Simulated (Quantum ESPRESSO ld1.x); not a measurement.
Zr6+, 34 electrons, occupied as [Ar] 3d10 4s2 4p4 (the NIST ground configuration). Method: scalar-relativistic Kohn-Sham, LDA (Slater exchange, VWN5 correlation), spin-polarised, spherical densities, point nucleus; open shells are filled with parallel spins first; computed with ld1.x of Quantum ESPRESSO 7.5.

Unscreened Slater integrals over Kohn-Sham orbitals (eV). They are taken over the spin-up orbitals.

integral,value
"F0(4p,4p)",19.645
"F2(4p,4p)",10.447
"F0(4p,4s)",20.411
"G1(4p,4s)",13.944
"F0(4p,3d)",25.227
"F2(4p,3d)",6.1126
"G1(4p,3d)",2.0395
"G3(4p,3d)",1.9633
"F0(4s,4s)",21.298
"F0(4s,3d)",26.972
"G2(4s,3d)",2.3674
"F0(3d,3d)",55.052
"F2(3d,3d)",26.948
"F4(3d,3d)",17.082

Derived for the open shells (J is the average intra-shell exchange parameter used in DFT+U). 4p: J = F2/5 = 2.089 eV.
